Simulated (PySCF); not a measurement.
These are r2SCAN-D4/def2-TZVP (PySCF) values and carry that method's errors. Gas-phase values, no solvent. 

Reference species (SMILES): `N[Si](F)(F)F` (neutral, multiplicity 1).

```
Quantity       Result
-------------  ------
dipole moment  2.83 D
```

Changed species: `F[SiH](F)F` (whole molecule; the reference has whole molecule).

Task: What does the change do to the dipole moment?

Result: the dipole moment falls by 1.58 D, to 1.25 D.
